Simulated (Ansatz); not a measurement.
A trace of molecular dynamics of C$_{4}$H$_{12}$SSi (18 atoms, charge 0, multiplicity 1).

Computed with Ansatz, RKS PBE-D4/STO-3G.

```
ensemble                      : NVE (velocity Verlet)
starting velocities drawn for : 300 K
seed                          : 211105
```

```
time (fs)    T (K)  potential energy less start (eV)  conserved less start (meV/atom)
      0.0      300                             0.000                             0.00
      6.0      100                             1.572                            64.33
     12.0     2789                             3.839                           499.24
     18.0    13906                            10.381                          2139.98
     24.0    14151                            12.579                          2290.35
     30.0    16684                            17.163                          2835.92
     36.0    16474                            17.567                          2834.35
     42.0    16606                            17.552                          2848.68
     48.0    16440                            19.630                          2944.96
     54.0    69090                            33.712                          9776.70
     60.0   249592                            28.496                         30226.16
     66.0   248365                            31.760                         30266.60
     72.0   248240                            37.779                         30586.54
     78.0   263288                            41.789                         32538.35
     84.0   262492                            44.829                         32615.78
     90.0   280595                            48.651                         34908.11
     96.0  1167379                            58.668                        137354.05
```

Q: Can this run be trusted? Judge the integration.

A: The conserved energy changed by up to 140000 meV per atom, so the integration failed: the time step of 3 fs is too long for the fastest motions that this run met, and the later frames carry no physical meaning.

Run time: 15 min on 1 thread of AMD EPYC 9R45 96-Core Processor (Zen 5), on a shared host, peak memory 0.14 GiB.
